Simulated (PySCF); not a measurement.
**InH3: umbrella–stretch map**

Method: PySCF, PBE, basis In def2-TZVP with ECP28, H def2-TZVP (scalar-relativistic core potentials, no spin–orbit coupling, density fitting).

Rigid scan from the singlet minimum (In–H 1.737 Å (×3); H–In–H 120.0° (×3)). Coordinate: rows: all bonds scaled; columns: angle to the threefold axis. Energies in kJ/mol from the minimum.

(1) Give the energy map for rows 0.95, 0.98, 1.00, 1.03, 1.07 and columns 60, 66, 72, 78, 84, 90.

(2) And the size of the dipole moment (D) on the same grid?

Results:

(1) 
| scale \ angle | 60 | 66 | 72 | 78 | 84 | 90 |
| --- | --- | --- | --- | --- | --- | --- |
| 0.95 | 184.1 | 122.9 | 75.6 | 41.5 | 20.9 | 14.1 |
| 0.98 | 165.2 | 106.2 | 60.8 | 28.3 | 8.6 | 2.1 |
| 1.00 | 158.5 | 101.0 | 56.9 | 25.3 | 6.3 | 0.0 |
| 1.03 | 155.9 | 100.6 | 58.3 | 28.2 | 10.2 | 4.1 |
| 1.07 | 163.6 | 111.2 | 71.3 | 43.0 | 26.1 | 20.5 |

(2) 
| scale \ angle | 60 | 66 | 72 | 78 | 84 | 90 |
| --- | --- | --- | --- | --- | --- | --- |
| 0.95 | 2.76 | 2.25 | 1.71 | 1.15 | 0.58 | 0.00 |
| 0.98 | 2.81 | 2.30 | 1.74 | 1.17 | 0.59 | 0.00 |
| 1.00 | 2.84 | 2.32 | 1.76 | 1.18 | 0.59 | 0.00 |
| 1.03 | 2.88 | 2.35 | 1.79 | 1.20 | 0.60 | 0.00 |
| 1.07 | 2.92 | 2.39 | 1.82 | 1.22 | 0.61 | 0.00 |

The bond scale of lowest energy on the grid is 1.03 at 60°, 1.03 at 66°, 1.00 at 72°, 1.00 at 78°, 1.00 at 84°, 1.00 at 90°.

Other isomers or separated fragments may lie lower.
